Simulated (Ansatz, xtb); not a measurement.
## Two isomers of C4H8O2Si

We compare a, `O=CC1([SiH3])COC1`, a singlet, with b, `O=C[C@@H]1OC[C@@H]1[SiH3]`, a singlet. Both are isolated molecules in the gas phase, relaxed with PBE0-D3(BJ)/def2-SVP; the shapes shown needn't be the lowest conformers.

a (Å):

```xyz
15

C    -1.5667   -1.7079   -1.8499
C    -0.7552   -0.7189   -1.0740
C    -1.4498    0.6270   -0.8003
C     0.2156    0.1456   -1.9168
O    -2.7671   -1.7697   -1.8338
O    -0.5105    1.3252   -1.6130
Si    0.0352   -1.5524    0.4427
H    -0.9590   -2.4240   -2.4657
H     0.8839   -0.5288    1.1202
H    -1.0298   -2.0360    1.3684
H     0.8851   -2.7001    0.0034
H    -2.4833    0.6717   -1.1840
H    -1.4414    0.9852    0.2448
H     1.2628    0.1932   -1.5651
H     0.2246   -0.0899   -2.9977
```

b (Å):

```yaml
atoms:
  - { symbol: C, position_ang: [-3.0260, -1.3464, -0.6322] }
  - { symbol: C, position_ang: [-1.7338, -1.0215, 0.0740] }
  - { symbol: C, position_ang: [-1.4585, 0.6437, 1.2276] }
  - { symbol: C, position_ang: [-1.0713, 0.3298, -0.2318] }
  - { symbol: O, position_ang: [-3.3070, -0.9392, -1.7280] }
  - { symbol: O, position_ang: [-1.9711, -0.6763, 1.4349] }
  - { symbol: Si, position_ang: [-1.6749, 1.4849, -1.6120] }
  - { symbol: H, position_ang: [-3.7175, -2.0053, -0.0484] }
  - { symbol: H, position_ang: [-1.0731, -1.9076, -0.0270] }
  - { symbol: H, position_ang: [-0.6201, 0.8745, 1.9055] }
  - { symbol: H, position_ang: [-2.2430, 1.4106, 1.3638] }
  - { symbol: H, position_ang: [0.0173, 0.2211, -0.3494] }
  - { symbol: H, position_ang: [-1.3573, 0.9606, -2.9697] }
  - { symbol: H, position_ang: [-3.1188, 1.8267, -1.4699] }
  - { symbol: H, position_ang: [-0.8936, 2.7505, -1.4154] }
```

Q: Which of the two would you expect CCSD(T)/def2-SVP + ΔMP2/def2-TZVPP electronic energies to favour?

A: Too close to call at this level: CCSD(T)/def2-SVP + ΔMP2/def2-TZVPP gives E(b) − E(a) = +0.11 kcal/mol.

The same difference at several levels:

```
                             level              geometry  E(b) − E(a) (kcal/mol)  departure from the last row (kcal/mol)  job, with rough time for the two
                          GFN2-xTB              GFN2-xTB                     +1.45                                   +1.35              optimisation, 0.26 s
                         HF/STO-3G              GFN2-xTB                     −0.47                                   −0.58              single point, 0.46 s
                r2SCAN-D4/def2-SVP              GFN2-xTB                     +0.79                                   +0.68               single point, 3.4 s
              PBE0-D3(BJ)/def2-SVP  PBE0-D3(BJ)/def2-SVP                     −0.57                                   −0.68                optimisation, 82 s
                       HF/def2-SVP  PBE0-D3(BJ)/def2-SVP                     −1.72                                   −1.83           part of the CCSD(T) run
                      MP2/def2-SVP  PBE0-D3(BJ)/def2-SVP                     −0.27                                   −0.38           part of the CCSD(T) run
                  CCSD(T)/def2-SVP  PBE0-D3(BJ)/def2-SVP                     −0.85                                   −0.95                      single point
CCSD(T)/def2-SVP + ΔMP2/def2-TZVPP  PBE0-D3(BJ)/def2-SVP                     +0.11                                                        single point, 53 s
```

As drawn, both hold the same kinds of bond in the same numbers.

The largest departure from CCSD(T)/def2-SVP + ΔMP2/def2-TZVPP is that of HF/def2-SVP, 1.83 kcal/mol. The last row adds to CCSD(T) the change of the MP2 difference between the two basis sets, here +0.95 kcal/mol.

With thermal terms from frequencies at re-optimised GFN2-xTB minima (ideal gas, soft modes damped towards free rotors, one conformer each, 298.15 K, 1 atm): on the last row, ΔE + ΔZPE = +0.68, ΔH = +0.31, ΔG = +1.31 kcal/mol.

The correlated steps freeze 11 core orbitals. Mirror images aren't counted in ΔG. Run with Ansatz 0.2.0, xtb 6.7.1; the last row on 2 threads of Intel(R) Xeon(R) 6975P-C (Granite Rapids) on a shared host.
